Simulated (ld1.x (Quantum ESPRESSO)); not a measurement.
## Transferability test, TM potential for sulfur

```
Element                 : sulfur
Generator               : ld1.x (Quantum ESPRESSO) 7.5
Type                    : norm-conserving Troullier–Martins (Kleinman–Bylander form)
Functional              : PBE
Relativity              : non-relativistic
Frozen core             : [Ne]
Valence charge          : 6
Reference configuration : 3s1.5 3p4.5
Partial waves           : 3s (bound): rc 1.60 bohr; 3p (bound): rc 1.70 bohr; 3d channel at 0.05 Ry: rc 1.40 bohr
Local potential         : the d channel
Core correction         : a·sin(br)/r model core, default radius (core density twice the valence density)
```

Energies are relative to the spin-unpolarised reference configuration 3s1.5 3p4.5; without spin polarisation the order of configurations can differ from experiment.

```tsv
valence configuration	charge	ΔE all-electron (eV)	error AE − PS (meV)
3s2 3p4	0	-5.077	-0.3
3s2 3p2	+2	29.002	+39
3s1 3p4	+1	17.447	+7.5
3s2 3p3.5	+0.5	-0.410	-0.4
3s2 3p1	+3	63.052	+148
```

Task: What are ΔE and the potential's error for 3s1 3p5?

Result: ΔE = 5.107 eV all-electron; the error (AE − PS) is -0.4 meV.

Task: What are ΔE and the potential's error for 3s2 3p3?

Result: ΔE = 6.706 eV all-electron; the error (AE − PS) is +3.7 meV.

Levels in the configuration 3s1 3p5:

| level | all-electron (eV) | pseudo (eV) |
| --- | --- | --- |
| 3s | -17.807 | -17.807 |
| 3p | -7.565 | -7.563 |
